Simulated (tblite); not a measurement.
C₇H₁₄Se.
Cartesian coordinates in Å at the GFN2-xTB level; atoms count from 1:
```xyz
22
C7H14Se angstrom
C     -2.3642    0.2042   -0.6896
C     -1.3858   -0.3063    0.3682
C     -0.4529    0.8080    0.8604
C      0.6612    1.2335   -0.1052
C      2.0286    0.6433    0.2492
C      2.1988   -0.8303   -0.0784
Se     0.9489   -2.0502    0.8344
C     -0.6457   -1.5192   -0.1870
H     -2.9847    0.9972   -0.2788
H     -1.8333    0.5983   -1.5535
H     -3.0141   -0.6004   -1.0268
H     -1.9673   -0.6341    1.2379
H      0.0057    0.4792    1.7963
H     -1.0769    1.6720    1.0991
H      0.4041    0.9684   -1.1319
H      0.7570    2.3210   -0.0697
H      2.7995    1.1867   -0.3065
H      2.2184    0.8032    1.3132
H      2.0720   -1.0154   -1.1478
H      3.1935   -1.1687    0.2189
H     -0.2915   -1.3411   -1.2043
H     -1.3026   -2.3910   -0.2006
```

Computed values, GFN2-xTB/tblite, gas phase, harmonic and unscaled. Against measured fundamentals such values can be off by several per cent, at times by over 20. One conformer, not necessarily the lowest.

Harmonic wavenumbers (cm⁻¹): 107.7, 163.3, 184.0, 203.5, 208.5, 258.9, 295.1, 333.4, 380.3, 460.2, 523.1, 547.8, 629.6, 768.5, 800.1, 838.3, 862.4, 899.2, 949.2, 973.9, 1010.2, 1015.5, 1054.7, 1086.3, 1107.8, 1151.2, 1161.9, 1169.0, 1193.1, 1223.6, 1238.5, 1248.2, 1271.0, 1317.8, 1330.4, 1343.3, 1350.3, 1371.4, 1415.0, 1428.0, 1436.2, 1477.2, 1485.8, 1495.1, 1501.6, 1505.0, 2922.0, 2938.4, 2943.9, 2950.4, 2959.4, 2964.9, 2967.7, 2968.3, 2976.8, 2984.5, 2993.2, 3028.9, 3032.3, 3039.3.

A = 1925, B = 1167, C = 826.0 MHz; mass 178.026 u (most abundant isotopes); point group C1, symmetry number 1.

Problem. What is the zero-point energy?

Solution. Half the sum of the wavenumbers: 42723 cm⁻¹ = 511.08 kJ/mol.

Problem. Give the ideal-gas entropy at 500 K and 1 bar in the rigid-rotor, harmonic-oscillator model (classical rotation).

Solution. Translation 184.23, rotation 130.04, vibration 177.67: S = 491.9 J/(mol K).

Problem. And Cp and H(500 K) − H(0)?

Solution. Cp = 247.61 J/(mol K), of which vibrations give 214.35 (their classical limit is 60 R = 498.9); H(500 K) − H(0) = 67.20 kJ/mol without the zero-point energy, 50.57 from vibrations.

Problem. How do the functions run with temperature in this model?

Solution. 
```csv
T (K),S (J/(mol K)),Cp (J/(mol K)),H − H(0) (kJ/mol),G − H(0) (kJ/mol),ln q(vib)
150,309.0,89.3,8.45,-37.90,1.41
250,364.2,131.6,19.44,-71.61,3.43
298.15,389.3,154.4,26.32,-89.76,4.48
400,441.6,203.8,44.57,-132.08,6.81
600,540.5,284.7,93.87,-230.41,11.66
900,672.4,364.7,192.27,-412.86,19.02
```

q(vib) and H(0) count from the zero-point level.

Problem. Which modes carry the vibrational entropy at 500 K?

Solution. 107.7 cm⁻¹: 18.09; 163.3 cm⁻¹: 14.67; 184.0 cm⁻¹: 13.70; 203.5 cm⁻¹: 12.88; 208.5 cm⁻¹: 12.69; 258.9 cm⁻¹: 10.95 J/(mol K); the other 54 give 94.70 together.

Problem. Blend soft modes into free rotors: weight 1/[1 + (100 cm⁻¹/ν̃)⁴] for the oscillator and the rest for a rotor with moment μB/(μ + B), μ = h/(8π²ν), B = 10⁻⁴⁴ kg m². What vibrational entropy results?

Solution. 175.16 J/(mol K) in place of 177.67, which changes −T·S at 500 K by +1.26 kJ/mol.

Problem. What must be added to the electronic energy to get the Gibbs energy at 500 K and 1 bar?

Solution. ZPE + [H(500 K) − H(0)] − T·S = 511.08 + 67.20 − 245.97 = 332.31 kJ/mol.

Hindered rotation and anharmonicity are outside this model. Other conformers, if any are populated, would add a mixing term that is left out. The structure is chiral; the term R ln 2 for an equal mix with its mirror image is left out.
